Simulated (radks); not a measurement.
Results of a calculation; reference values are marked as such.
Q: Neutral barium, [Xe] 6s2. Code: a radial shooting solver on a logarithmic mesh with Libxc functionals. Model: non-relativistic Kohn-Sham, PBE, spin-polarised, spherical densities, point nucleus. Every spin shell is full or empty, so the densities are truly spherical. Functionals are evaluated on that one density, not self-consistently. Rank these exchange functionals by their error against the exact value of the orbitals, and give that value: LDA, RPBE, AM05, B86b, EV93, APBE, TPSS, revTPSS, SCAN, Tao-Mo, TASK.

A: Exact: -189.055 hartree. From best to worst, with 100 (|E| - |E exact|)/|E exact| (equal figures are ties): B86b -0.01, SCAN +0.13, RPBE -0.25, APBE +0.29, TPSS -0.33, EV93 -0.37, Tao-Mo -0.83, revTPSS -0.94, TASK -2.22, AM05 -4.35, LDA -4.65.
